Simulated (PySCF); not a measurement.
H₄Pb, SMILES [PbH4].

The structure is a stationary point at PBE0-D3(BJ)/def2-TZVPD. The def2 effective core potentials stand for the cores of Pb; spin–orbit coupling is left out.

Calculation: PySCF with ωB97X/def2-TZVPD.

Symmetry labels are those of the subgroup D2 that the program uses (full group Td).

Computed valence orbital energies around the gap with their symmetry:
```csv
orbital,symmetry,energy (eV)
HOMO−7,B2,-26.32
HOMO−6,B3,-26.32
HOMO−5,A,-26.05
HOMO−4,A,-26.05
HOMO−3,A,-18.50
HOMO−2,B1,-11.27
HOMO−1,B2,-11.27
HOMO,B3,-11.27
LUMO,A,1.03
LUMO+1,B1,2.26
LUMO+2,B2,2.26
LUMO+3,B3,2.26
```
